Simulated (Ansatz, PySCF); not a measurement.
Potential energy curve for GeSe, singlet.

- UHF/cc-pVQZ (Ansatz, a first-principles code)
- RHF/cc-pVQZ (Ansatz)
- UKS-PBE = unrestricted PBE/cc-pVQZ run with Ansatz
- RKS-PBE = restricted PBE/cc-pVQZ in Ansatz
- UKS-B3LYP/6-31G* = unrestricted B3LYP/6-31G*, spherical d in PySCF
- RKS-B3LYP/6-31G* = restricted B3LYP/6-31G*, spherical d (PySCF)
- UKS-B3LYP/3-21G = unrestricted B3LYP/3-21G in PySCF
- RKS-B3LYP/3-21G = restricted B3LYP/3-21G (PySCF 2.14.0)

Scanned distances (Å): 1.72, 1.80, 1.90, 1.98, 2.09, 2.14, 2.23, 2.27, 2.35, 2.46, 2.66, 2.88, 3.20, 3.52, 3.87, 4.32, 4.63, 5.20, 5.72, 6.42, 7.42, 8.49.

Problem. Where does the unrestricted solution first break spin symmetry (<S²> of 0.01 or more)?

Solution. UHF: between 2.27 and 2.35 Å; UKS-PBE: between 2.66 and 2.88 Å; UKS-B3LYP/6-31G*: between 2.66 and 2.88 Å; UKS-B3LYP/3-21G: between 2.66 and 2.88 Å.

```
R / Å  <S²> UHF  E(RHF) − E(UHF) / kcal/mol  <S²> UKS-PBE  E(RKS-PBE) − E(UKS-PBE) / kcal/mol  <S²> UKS-B3LYP/6-31G*  E(RKS-B3LYP/6-31G*) − E(UKS-B3LYP/6-31G*) / kcal/mol  <S²> UKS-B3LYP/3-21G  E(RKS-B3LYP/3-21G) − E(UKS-B3LYP/3-21G) / kcal/mol
-----  --------  --------------------------  ------------  ----------------------------------  ---------------------  ----------------------------------------------------  --------------------  --------------------------------------------------
1.72       0.00                         0.0          0.00                                 0.0                   0.00                                                   0.0                  0.00                                                 0.0
1.80       0.00                         0.0          0.00                                 0.0                   0.00                                                   0.0                  0.00                                                 0.0
1.90       0.00                         0.0          0.00                                 0.0                   0.00                                                   0.0                  0.00                                                 0.0
1.98       0.00                         0.0          0.00                                 0.0                   0.00                                                   0.0                  0.00                                                 0.0
2.09       0.00                         0.0          0.00                                 0.0                   0.00                                                   0.0                  0.00                                                 0.0
2.14       0.00                         0.0          0.00                                 0.0                   0.00                                                   0.0                  0.00                                                 0.0
2.23       0.00                         0.0          0.00                                 0.0                   0.00                                                   0.0                  0.00                                                 0.0
2.27       0.00                         0.0          0.00                                 0.0                   0.00                                                   0.0                  0.00                                                 0.0
2.35       0.48                         0.7          0.00                                 0.0                   0.00                                                   0.0                  0.00                                                 0.0
2.46       0.74                         5.3          0.00                                 0.0                   0.00                                                   0.0                  0.00                                                 0.0
2.66       0.93                        17.1          0.00                                 0.0                   0.00                                                   0.0                  0.00                                                 0.0
2.88       1.11                        30.9          0.27                                 0.3                   0.49                                                   1.4                  0.45                                                 1.2
3.20       1.58                        49.1          0.82                                 3.8                   0.98                                                   7.2                  0.98                                                 6.6
3.52       1.82                        62.1          1.17                                 8.6                   1.24                                                  15.1                  1.26                                                14.3
3.87       2.02                        71.6          1.43                                13.8                   1.50                                                  23.9                  1.47                                                22.6
4.32       2.02                           —          1.62                                19.2                   1.73                                                  34.6                  1.50                                                22.1
4.63       2.02                           —          1.70                                22.1                   1.81                                                  40.6                  1.69                                                27.5
5.20       2.02                           —          1.80                                25.9                   1.90                                                  48.5                  1.83                                                35.4
5.72       2.02                           —          1.85                                28.4                   1.96                                                  51.3                  1.89                                                38.8
6.42       2.02                           —          1.88                                30.4                   1.98                                                  53.0                  0.00                                                   —
7.42       2.02                           —          1.90                                31.7                   1.99                                                  54.2                  0.00                                                   —
8.49       2.02                           —          1.90                                32.2                   0.00                                                     —                  0.00                                                   —
```

A dash means that the run gave no value there, or that the column was ended at a point which the program doubted or which failed a test of continuity chosen for this set; such a test can also cut sound points.
